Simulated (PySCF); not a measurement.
An unknown is described by computed data only.

Formula: CH5ClGe.

| Item | Value |
| --- | --- |
| Rotational structure | rotational constants A, B, C: 10.834, 3.339, 2.683 GHz [PBE0-D3(BJ)/def2-SVP] |
| NMR, other nuclei | isotropic shieldings of nuclei other than C and H, by class: 1059 (1 Cl), 1525 (1 Ge) ppm [GIAO HF/pcSseg-2] |
| 13C NMR | chemical shifts (computed TMS as zero) by class: -0.4 (1 C) ppm [GIAO HF/pcSseg-2] |
| UV, first state | lowest singlet excitation: 7.17 eV (173 nm, f = 0.020) [TDDFT wB97X-D/def2-SVPD] |
| Dipole | 2.59 D [wB97X-D/def2-SVPD] |
| Polarisability | 57.7 au [wB97X-D/def2-SVPD] |
| XPS | Cl2p3/2 205.4, C1s 290.8, Cl1s 2828.0 eV [ΔSCF SCAN, pcX-2 on the ionised atom, pcseg-1 elsewhere, spin-free X2C, 2p3/2 from a spin–orbit splitting computed afterwards within the 2p shell] |
| Triplet | lowest triplet excitation (Tamm–Dancoff): 6.75 eV [TDA wB97X-D/def2-SVPD] |

Electronic properties: PySCF, gas phase, density fitting. Levels stand in brackets. Geometry: PBE0-D3(BJ)/def2-SVP; no solvent, vibrations or thermal averaging. Relativistic effects, spin–orbit coupling among them, are left out (core-ionisation runs apart) although an element past zinc is present. NMR values are class means; diastereotopic atoms form classes of their own.

Question: What is the compound? Reason from the data.

Answer: Numbering: `[CH3:1][GeH2:2][Cl:3]`. The one carbon: sp3 carbon bound to germanium [C1] (-0.4 ppm). The other shieldings belong to: 1059 ppm, chlorine bonded to Ge [Cl3]; 1525 ppm, germanium bonded to C, Cl and 2 H [Ge2]. The core levels belong to: Cl2p3/2 205.4 eV, chlorine bonded to Ge [Cl3]; C1s 290.8 eV, sp3 carbon bound to germanium [C1]; Cl1s 2828.0 eV, chlorine bonded to Ge [Cl3]. No core level of Ge was computed. The optimised geometry has point group Cs and is an asymmetric top. Structure: `[CH3][GeH2][Cl]`. Computed isomers that give other values at the same levels: `Cl[CH2][GeH3]` (rotational constant A: 20.644 GHz; this holds for the one conformer computed). The assignments are read from this structure; whether some other isomer fits the data as well wasn't checked. NMR values of atoms bound to Ge lack the spin–orbit term that these neighbours bring.
